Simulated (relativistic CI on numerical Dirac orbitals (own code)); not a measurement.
Computed by Dirac-Coulomb-Breit CI, orbitals from a KLI potential per configuration, model QED (radiative potential, 1s self-energy scaled to tabulated hydrogen-like ionisation energies), unscaled Slater integrals (own radial code, finite nucleus).

The strongest absorption lines from the ground level of an ion, among the configurations computed and to levels below about 5190 eV (vacuum wavelength in Å, gf): 2.4011 (0.13), 2.4119 (0.057), 3.0155 (0.0031), 3.1545 (0.14), 3.1784 (0.32), 3.2171 (0.25), 38.474 (0.15), 121.20 (0.0081).

(1) Which ion is it?
A. Pd XLIII
B. Xe LI
C. Sr XXXV
D. Sn XLVII

Answers

(1) A. Pd XLIII has 4 electrons and the ground level 2s2 1S_0; the strongest line goes to 2s.3p 1P°_1. The pattern of lines fixes the number of electrons, and along that sequence the line energies rise steadily with the charge (about as its square where n changes within one kind of shell, about linearly where n is kept but much faster in heavy ions where fine structure, which grows about as Z⁴, sets the gap, and irregularly where shells cross), which fixes Z. Configurations outside the model, such as inner-shell arrays, can give stronger lines. At this charge energies of transitions that change n are usually good to better than 1 %, and those within a shell (Δn = 0) to a few per cent.

LS names give the leading component of a level, which can be under half, so a name can repeat, a term be missing and a line seem to break the LS rules.
